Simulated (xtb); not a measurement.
Br$_{3}$Ga, triplet, geometry from GFN2-xTB (such geometries of metal compounds can be far from the true shape) (a higher spin typed on purpose: for a closed-shell molecule this is an excited state); GFN0-xTB (xtb).

The xtb input:
```
$ xtb mol.xyz --gfn 0 --uhf 2 --acc 1000 --json

# file mol.xyz
4

Ga    -0.27077948    -0.71796905    -0.48892471
Br     2.22568078    -0.13887558    -0.52880924
Br    -0.69617557    -0.78465860     2.03770240
Br    -1.28967196     1.55944963    -1.07584556
```

Predict the main parts of the log of this xtb run.


```
   ID    Z sym.   atoms
    1   31 Ga     1
    2   35 Br     2-4

           -------------------------------------------------
          |                Calculation Setup                |
           -------------------------------------------------

           -------------------------------------------------
          |                 G F N 0 - x T B                 |
           -------------------------------------------------

          ...................................................
          :                      SETUP                      :
          :.................................................:
          :  # basis functions                  40          :
          :  # atomic orbitals                  36          :
          :  # shells                           12          :
          :  # electrons                        24          :
          :  electronic temp.          300.0000000     K    :
          :  accuracy                 1000.0000000          :
          :  -> integral cutoff          0.2000000E+02      :
          :  -> integral neglect         0.1000000E-04      :
          ...................................................

         :::::::::::::::::::::::::::::::::::::::::::::::::::::
         ::                     SUMMARY                     ::
         :::::::::::::::::::::::::::::::::::::::::::::::::::::
         :: total energy             -12.171544121029 Eh    ::
         :: gradient norm              0.023646779130 Eh/a0 ::
         :: HOMO-LUMO gap              6.415457041251 eV    ::
         ::.................................................::
         :: H0 energy                -12.069630037095 Eh    ::
         :: repulsion energy           0.001049646799 Eh    ::
         :: electrostat energy        -0.101650620363 Eh    ::
         :: -> Gsolv                   0.000000000000 Eh    ::
         ::    -> Gsasa                0.000000000000 Eh    ::
         ::    -> Gshift               0.000000000000 Eh    ::
         :: dispersion energy         -0.001313110370 Eh    ::
         :: short-range corr.          0.000000000000 Eh    ::
         :: add. restraining           0.000000000000 Eh    ::
         :: total charge              -0.000000000000 e     ::
         :::::::::::::::::::::::::::::::::::::::::::::::::::::

           -------------------------------------------------
          |                Property Printout                |
           -------------------------------------------------

    * Orbital Energies and Occupations

         #    Occupation            Energy/Eh            Energy/eV
      -------------------------------------------------------------
         1        2.0000           -0.7316630             -19.9096
         2        2.0000           -0.7295373             -19.8517
         3        2.0000           -0.7295373             -19.8517
         4        2.0000           -0.4648141             -12.6482
         5        2.0000           -0.4340821             -11.8120
         6        2.0000           -0.4340821             -11.8120
         7        2.0000           -0.4315430             -11.7429
         8        1.9984           -0.4271771             -11.6241
         9        1.9984           -0.4271771             -11.6241
        10        1.7458           -0.4220750             -11.4852
        11        1.6287           -0.4215528             -11.4710
        12        1.6287           -0.4215528             -11.4710
        13        1.0000           -0.3399321              -9.2500 (HOMO)
        14                         -0.1041684              -2.8346 (LUMO)
        15                         -0.1041684              -2.8346
        16                         -0.0890901              -2.4243
        17                         -0.0506370              -1.3779
        18                         -0.0506370              -1.3779
        19                         -0.0484210              -1.3176
        20                         -0.0450908              -1.2270
        21                         -0.0450908              -1.2270
        22                         -0.0433208              -1.1788
        23                         -0.0426594              -1.1608
        24                         -0.0426594              -1.1608
       ...                                ...                  ...
        36                          1.3044086              35.4948
      -------------------------------------------------------------
                  HL-Gap            0.2357637 Eh            6.4155 eV
             Fermi-level            0.0000000 Eh            0.0000 eV

     #   Z          covCN         q      C6AA      α(0)
     1  31 Ga       2.324     0.745   233.883    33.490
     2  35 Br       0.776    -0.248   187.129    22.069
     3  35 Br       0.776    -0.248   187.129    22.069
     4  35 Br       0.776    -0.248   187.129    22.069

 Mol. C6AA /au·bohr⁶  :       3133.849819
 Mol. C8AA /au·bohr⁸  :     235284.367655
 Mol. α(0) /au        :         99.696412

Wiberg/Mayer (AO) data.
largest (>0.10) Wiberg bond orders for each atom

 ---------------------------------------------------------------------------
     #   Z sym  total        # sym  WBO       # sym  WBO       # sym  WBO
 ---------------------------------------------------------------------------
     1  31 Ga   1.903 --     4 Br   0.634     2 Br   0.634     3 Br   0.634
     2  35 Br   0.755 --     1 Ga   0.634
     3  35 Br   0.755 --     1 Ga   0.634
     4  35 Br   0.755 --     1 Ga   0.634
 ---------------------------------------------------------------------------

Topologies differ in total number of bonds
Writing topology from bond orders to xtbtopo.mol

 dipole moment from electron density (au)
     X       Y       Z
  -0.5211  -1.3818  -0.9410  total (Debye):    4.451

           -------------------------------------------------
          | TOTAL ENERGY              -12.171544121029 Eh   |
          | GRADIENT NORM               0.023646779130 Eh/α |
          | HOMO-LUMO GAP               6.415457041251 eV   |
           -------------------------------------------------

normal termination of xtb
```
